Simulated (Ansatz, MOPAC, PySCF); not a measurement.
Complex: N2 (SMILES N#N) (first 2 atoms) with CH3F (SMILES CF); geometry from B3LYP-D3(BJ)/def2-TZVP, rigid monomers moved along the line of their centres of mass till N1···F4 is 2.83 Å.
(charge 0, multiplicity 1):
```xyz
7

N     -0.4320     0.0213    -0.0446
N      0.4995     0.0534    -0.6109
C     -0.4095    -0.5196     3.1227
F      0.8076    -0.4933     2.4503
H     -1.2093    -0.3354     2.4049
H     -0.5341    -1.5006     3.5829
H     -0.4035     0.2571     3.8884
```

Monomers are frozen at their geometry in the pair; levels with a basis set take the counterpoise correction. Rows marked so take none.

Rows in 3-21G carry no dispersion term and start afresh at each structure. The state reached by AM1, PM7 isn't checked; PM7 holds dispersion and hydrogen-bond terms.

Run with Ansatz (a quantum-chemistry and plane-wave program); MOPAC for AM1, PM7 (differences of heats of formation); PySCF for 3-21G rows. 

Task: One of these levels gives -1.06 kcal/mol for the interaction energy. Which one is it?
A. AM1
B. HF/aug-cc-pVDZ
C. HF/3-21G (no counterpoise)
D. PM7

Result: C, HF/3-21G (no counterpoise). The others give 0.01 (AM1), -0.71 (PM7), 1.41 (HF/aug-cc-pVDZ)
